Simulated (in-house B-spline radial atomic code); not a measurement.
Settings and results of a run for Ne VII (Ne6+). Level of theory: scalar-relativistic (X2C) LC-wPBE, spin-polarised, spherical fractional occupations, exact exchange averaged over the configuration, Fermi nucleus of rms radius 3.0055 fm; calculated with a radial B-spline atomic code at the basis-set limit.

Command:
```bash
python run_scf.py task.json out
```
Settings (nuclear radius in fm, mass in u):
```
Z                10
configuration    [He] 2s2
hamiltonian      x2c
method           lc_wpbe
spin_polarised   True
nucleus          fermi
rms_radius       3.0055
atomic_mass      19.99244
speed_of_light   137.035999084
exact_exchange   averaged over the configuration
```

Output (hartree, bohr):
```
 radial grid: 64 intervals, B-splines of order 8, outer radius 5.9701 bohr

 iter        energy (Eh)    residual
    1        -109.450740    5.33e-01
    2        -110.297761    2.74e-02
    3        -110.299821    1.29e-02
    4        -110.300284    6.10e-03
    5        -110.300423    3.41e-04
    6        -110.300424    8.67e-06
    7        -110.300424    8.81e-08

 total energy                      -110.30042
 kinetic                             110.4746
 electron-nucleus                   -234.8083
 Hartree                              21.6934
 exact exchange                       -0.8752
 exchange-correlation                 -6.7848

 orbital      occ     eigenvalue          <r>       <r^2>       <1/r>     <1/r^2>       r_max
 1s up      1.000       -38.5039     0.156855   0.0331249      9.6865     192.252      0.1023
 1s down    1.000       -38.5039     0.156855   0.0331249      9.6865     192.252      0.1023
 2s up      1.000        -7.2859     0.708422    0.587991     2.07795     18.0665      0.6006
 2s down    1.000        -7.2859     0.708422    0.587991     2.07795     18.0665      0.6006
```

Cost of the run: 0.09 s on 1 thread of AMD EPYC 9R45 96-Core Processor, with other jobs on the host.
